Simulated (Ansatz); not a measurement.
Coupled-cluster diagnostics for B₆Os⁻, Ansatz.

Geometry of the doublet (PBE-D4/def2-SVPD):

```xyz
7

Os    1.0720    0.5347   -0.6067
B    -0.6104    0.7545    1.0050
B     0.5985   -0.1917    1.4411
B    -1.2117    0.5806   -0.4697
B    -0.5270   -0.8597    0.1948
B    -0.3793    0.4567   -1.8917
B     1.0579   -1.2751    0.3272
```

In the def2 sets Os takes a core potential; there is no spin–orbit coupling. Correlated methods freeze 6 core orbitals; core or outer-core shells of Os are correlated, in sets that lack core-valence functions. Another isomer (doublet) lies 0.45 eV lower at PBE0-D4/def2-TZVPD; other spin states weren't run for this one.

**Question.** Estimate the CCSD(T) correlation energy, the shares of MP2 and (T), T1 and the reference's ⟨S²⟩ for: charge -1, doublet, own geometry in def2-SVPD; and the rough time on 4 threads of Intel Xeon on a shared host.

**Answer.** 
```
                           state      basis  correlation (eV)  MP2 share (%)  (T) share (%)     T1  ⟨S²⟩ (pure)  wall time                                              remarks
charge -1, doublet, own geometry  def2-SVPD           -27.614           95.9            7.9  0.081  2.46 (0.75)    4.9 min  flagged by the program, large T1, spin-contaminated
```
Customary marks for T1 are 0.02 (closed shells), 0.045 (open shells) and about 0.05 (3d metals). T1 exceeds 0.02 in 1 of 1 rows and 0.045 in 1; the higher it lies, the less the single-reference result can be trusted.
